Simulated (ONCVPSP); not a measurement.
# u(r) = r·R(r): atom against pseudo-atom (Ni (Z = 28))

Columns: radius, all-electron u(r) and pseudo u(r) of the 3p shell (level -68.61 eV) of nickel in the configuration [Ne] 3s2 3p6 3d8.5 4s1.5; PBEsol, scalar-relativistic, ONCV scheme, ONCVPSP 4.0.1.

| r (bohr) | all-electron | pseudo |
| --- | --- | --- |
| 0.062 | -0.3979 | 0.0314 |
| 0.125 | -0.6395 | 0.1234 |
| 0.188 | -0.4899 | 0.2646 |
| 0.250 | -0.1383 | 0.4353 |
| 0.312 | 0.2571 | 0.6185 |
| 0.375 | 0.6129 | 0.7983 |
| 0.438 | 0.8860 | 0.9549 |
| 0.500 | 1.0675 | 1.0746 |
| 0.562 | 1.1723 | 1.1543 |
| 0.625 | 1.2152 | 1.1933 |
| 0.688 | 1.2100 | 1.1936 |
| 0.750 | 1.1720 | 1.1626 |
| 0.812 | 1.1125 | 1.1086 |
| 0.875 | 1.0388 | 1.0379 |
| 0.938 | 0.9583 | 0.9585 |
| 1.000 | 0.8770 | 0.8773 |
| 1.062 | 0.7968 | 0.7969 |
| 1.125 | 0.7184 | 0.7185 |
| 1.188 | 0.6445 | 0.6446 |
| 1.250 | 0.5769 | 0.5769 |
| 1.312 | 0.5147 | 0.5147 |
| 1.375 | 0.4570 | 0.4570 |
| 1.438 | 0.4049 | 0.4049 |
| 1.500 | 0.3586 | 0.3586 |
| 1.562 | 0.3172 | 0.3172 |
| 1.625 | 0.2794 | 0.2794 |

(1) How many radial nodes do the two functions have?

(2) At about which radius was the pseudo-wave matched?

(3) Is the pseudo-wave norm-conserving?

## Answers

(1) The all-electron 3p function has n − l − 1 = 1; the pseudo-wave has 0, since the states of the same l below it are removed with the core.

(2) 1.25 bohr. The columns agree to 0.0005 from 0.94 bohr on; several derivatives are matched, so the curves merge somewhat inside the radius.

(3) Yes: the ONCV scheme keeps the norm inside the radius equal to the all-electron one, which fixes the energy derivative of the logarithmic derivative at the level.
